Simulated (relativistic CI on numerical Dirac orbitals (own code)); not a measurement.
Dy XL: computed level list

These numbers are calculated, not measured: Dirac-Coulomb-Breit CI, KLI orbitals optimised for each configuration, model QED, unscaled Slater integrals (own radial code, finite nucleus).

Configurations in the expansion (outside the closed core [Ne]): 3s2 3p6 3d9, 3s2 3p5 3d10, 3s 3p6 3d10, 3s2 3p6 3d8 4s, 3s2 3p6 3d8 4p, 3s2 3p6 3d8 4d, 3s2 3p4 3d10 4s, 3s2 3p4 3d10 4p, 3s2 3p5 3d9 4s, 3s2 3p6 3d8 4f, 3s2 3p4 3d10 4d, 3s2 3p5 3d9 4p, 3s 3p5 3d10 4s, 3s2 3p6 3d7 4s2, 3s 3p5 3d10 4p, 3s2 3p5 3d9 4d, 3s2 3p6 3d7 4s 4p, 3s 3p6 3d9 4s, 3s 3p5 3d10 4d, 3p6 3d10 4s, 3s2 3p6 3d8 5s, 3s2 3p6 3d7 4p2, 3s2 3p5 3d9 4f, 3s2 3p6 3d7 4s 4d, 3s2 3p6 3d8 5p, 3s 3p6 3d9 4p, 3p6 3d10 4p, 3s2 3p6 3d8 5d, 3s2 3p6 3d7 4p 4d, 3s2 3p5 3d8 4s2, 3s2 3p6 3d8 5f, 3p6 3d10 4d, 3s 3p6 3d9 4d, 3s2 3p6 3d8 5g, 3s2 3p5 3d8 4s 4p, 3s2 3p6 3d7 4d2. Levels of other configurations are missing.

```csv
No.,Configuration,Term,J,E (10³ cm⁻¹),%,jj configuration (%)
41,3d8(1D) 4p,2P°,1/2,10602.2,59,3d5/2^4 4p3/2 (97)
42,3d8(3P) 4p,2P°,3/2,10603.9,54,3d5/2^4 4p3/2 (96)
43,3d8(3F) 4p,4G°,5/2,10679.7,44,3d3/2^2 3d5/2^6 4p1/2 (97)
44,3d8(3F) 4p,4F°,3/2,10706.9,31,3d3/2^2 3d5/2^6 4p1/2 (90)
45,3d8(1S) 4p,2P°,3/2,10722.8,42,3d5/2^4 4p3/2 (91)
46,3d8(3F) 4p,4G°,9/2,10810.3,67,3d3/2^3 3d5/2^5 4p3/2 (100)
47,3d8(3F) 4p,4D°,5/2,10814.4,41,3d3/2^3 3d5/2^5 4p3/2 (98)
48,3d8(3F) 4p,4F°,7/2,10821.9,57,3d3/2^3 3d5/2^5 4p3/2 (100)
49,3d8(3F) 4p,2D°,3/2,10829.3,52,3d3/2^3 3d5/2^5 4p3/2 (96)
50,3d8(1S) 4p,2P°,1/2,10854.9,50,3d3/2^2 3d5/2^6 4p1/2 (84)
51,3d8(3P) 4p,4P°,5/2,10870.1,43,3d3/2^3 3d5/2^5 4p3/2 (98)
52,3d8(3P) 4p,4D°,7/2,10879.3,49,3d3/2^3 3d5/2^5 4p3/2 (97)
53,3d8(3P) 4p,2D°,3/2,10890.0,34,3d3/2^3 3d5/2^5 4p3/2 (97)
54,3d8(3F) 4p,4D°,1/2,10890.8,38,3d3/2^3 3d5/2^5 4p3/2 (90)
55,3d8(1G) 4p,2H°,11/2,10906.8,89,3d3/2^3 3d5/2^5 4p3/2 (98)
56,3d8(1G) 4p,2F°,5/2,10913.1,84,3d3/2^3 3d5/2^5 4p3/2 (98)
57,3d8(3P) 4p,4D°,5/2,10923.7,57,3d3/2^3 3d5/2^5 4p3/2 (99)
58,3d8(3P) 4p,2P°,1/2,10927.6,51,3d3/2^3 3d5/2^5 4p3/2 (91)
59,3d8(1G) 4p,2G°,7/2,10938.2,58,3d3/2^3 3d5/2^5 4p3/2 (97)
60,3d8(3P) 4p,4S°,3/2,10939.8,43,3d3/2^3 3d5/2^5 4p3/2 (99)
61,3d8(1G) 4p,2G°,9/2,10953.3,73,3d3/2^3 3d5/2^5 4p3/2 (98)
62,3d8(3F) 4p,4F°,3/2,11148.0,26,3d3/2^2 3d5/2^6 4p3/2 (98)
63,3d8(1D) 4p,2D°,5/2,11158.4,29,3d3/2^2 3d5/2^6 4p3/2 (98)
64,3d8(1D) 4p,2F°,7/2,11162.6,37,3d3/2^2 3d5/2^6 4p3/2 (98)
65,3d8(3F) 4p,4D°,1/2,11170.3,48,3d3/2^2 3d5/2^6 4p3/2 (93)
66,3d8(1S) 4p,2P°,3/2,11335.0,58,3d3/2^2 3d5/2^6 4p3/2 (96)
67,3d8(3F) 4d,4P,5/2,11463.8,40,3d5/2^4 4d3/2 (97)
68,3d8(3F) 4d,4D,7/2,11479.7,45,3d5/2^4 4d3/2 (93)
69,3d8(3F) 4d,2H,11/2,11489.2,46,3d5/2^4 4d3/2 (98)
70,3d8(3F) 4d,4G,9/2,11502.3,35,3d5/2^4 4d3/2 (97)
```

Energies count from the lowest computed level; ° marks odd parity. Percentages are summed over parent terms; the parents shown are those of the largest component, closed shells are left out there. Filled j subshells are mostly left out of the jj labels.

The mean weight of the leading LS term, summed over parents, in these 30 levels is 49 %, and that of the leading jj configuration (from the same eigenvectors) 96 %, so jj coupling describes them better and the LS labels are nominal.

At this charge energies of transitions that change n are usually good to better than 1 %, and those within a shell (Δn = 0) to a few per cent.

LS names give the leading component of a level, which can be under half, so a name can repeat, a term be missing and a line seem to break the LS rules.
